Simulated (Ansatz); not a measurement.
Ansatz (an electronic-structure program) input (RI-MP2/def2-QZVPPD):
A basis named .json is the Basis Set Exchange file of that set.

Ansatz 0.2 input:
```yaml
crystal:
  periodic: [false, false, false]
  atoms:
    - {symbol: Mo, position_ang: [0.40426896, -0.07863329, 0.14699974]}
    - {symbol: O, position_ang: [1.63824834, -0.68156550, -0.88309480]}
    - {symbol: O, position_ang: [0.83977576, 0.19957153, 1.78415062]}
    - {symbol: Cl, position_ang: [-0.61766984, 1.84859203, -0.79559807]}
    - {symbol: Cl, position_ang: [-1.54724130, -1.42750085, 0.00839597]}
basis:
  gaussian:
    orbitals: def2-QZVPPD.json
    fitting: {mean_field: def2-universal-jkfit, correlation: def2-QZVPPD-RIFIT.json}
total_charge: -1
magnetization: {spin_polarized: true, initial_magnetization: 1}
correlation: {method: mp2, electrons: outside_noble_gas}
```

End of the output:

```
integrals: 0.81 GiB planned
665 factors; integrals over basis functions are off by at most 1.5e0 eV
mean field: 1.81 GiB planned
mean field evaluation 1: about -30915.2907 eV, gradient 5.4e1 eV
mean field evaluation 2: about -30883.8493 eV, gradient 1.2e2 eV
mean field evaluation 4: about -30928.6747 eV, gradient 2.8e0 eV
mean field evaluation 8: about -30928.8519 eV, gradient 3.9e-1 eV
mean field evaluation 16: about -30928.7876 eV, gradient 7.4e-1 eV
mean field evaluation 32: about -30928.8571 eV, gradient 4.7e-1 eV
mean field evaluation 64: about -30928.8415 eV, gradient 5.5e-1 eV
mean field -30928.87555823 eV, -1136.6152124200 hartree, gradient 1.9e-6 eV, S^2 0.838062; 10 other end points of the search recorded, 0 dependent functions left out
16 core orbitals not correlated
932 factors; their error is unknown
reference -30928.87555823 eV, -1136.6152124200 hartree; 17, 16 occupied and 338, 339 virtual orbitals, 932 factors
second order -33.50532333 eV of doubles, -0.00000000 eV of singles
Total energy: -30962.38088156 eV, -1137.8465103418 hartree
```

The spin state was set by rule; other spins were not relaxed.
